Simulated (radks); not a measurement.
Results of a calculation; reference values are marked as such.
Species: Zr3+. Configuration: [Kr] 4d1.

Level of theory: scalar-relativistic Kohn-Sham, PBEsol, spin-unpolarised, spherical densities, finite nucleus; Fermi nuclear charge, rms radius 4.2694 fm (a radial shooting solver on a logarithmic mesh with Libxc functionals).

Energy parts (eV):
total: -97821.487
kinetic: 100573.630
electron-nucleus: -234584.258
Hartree: 39212.436
exchange-correlation: -3023.295

Orbitals (lengths in bohr, moments of r in powers of bohr; r(90%) holds 90 % of the orbital's charge):
[
 {"orbital": "1s", "occ.": "2", "eigenvalue (eV)": "-17840.73", "<1/r>": "41.23", "<r^4>": "8.886e-06", "<r>": "0.03708", "r(90%)": "0.0664"},
 {"orbital": "2s", "occ.": "2", "eigenvalue (eV)": "-2496.194", "<1/r>": "9.245", "<r^4>": "0.001677", "<r>": "0.1627", "r(90%)": "0.251"},
 {"orbital": "2p", "occ.": "6", "eigenvalue (eV)": "-2229.533", "<1/r>": "9.010", "<r^4>": "0.001203", "<r>": "0.1418", "r(90%)": "0.231"},
 {"orbital": "3s", "occ.": "2", "eigenvalue (eV)": "-431.9701", "<1/r>": "3.138", "<r^4>": "0.09074", "<r>": "0.4588", "r(90%)": "0.679"},
 {"orbital": "3p", "occ.": "6", "eigenvalue (eV)": "-345.1116", "<1/r>": "2.980", "<r^4>": "0.1021", "<r>": "0.4623", "r(90%)": "0.700"},
 {"orbital": "3d", "occ.": "10", "eigenvalue (eV)": "-202.4423", "<1/r>": "2.740", "<r^4>": "0.1215", "<r>": "0.4524", "r(90%)": "0.728"},
 {"orbital": "4s", "occ.": "2", "eigenvalue (eV)": "-81.4996", "<1/r>": "1.126", "<r^4>": "4.027", "<r>": "1.202", "r(90%)": "1.75"},
 {"orbital": "4p", "occ.": "6", "eigenvalue (eV)": "-59.1406", "<1/r>": "0.9955", "<r^4>": "6.570", "<r>": "1.341", "r(90%)": "1.98"},
 {"orbital": "4d", "occ.": "1", "eigenvalue (eV)": "-28.1554", "<1/r>": "0.7147", "<r^4>": "26.40", "<r>": "1.829", "r(90%)": "2.82"}
]

The highest occupied level is 4d at -28.155 eV. The density falls to 0.001 e/bohr^3 at r = 3.24 bohr. The electron density at the nucleus is 7.597e+04 e/bohr^3 (large components only).
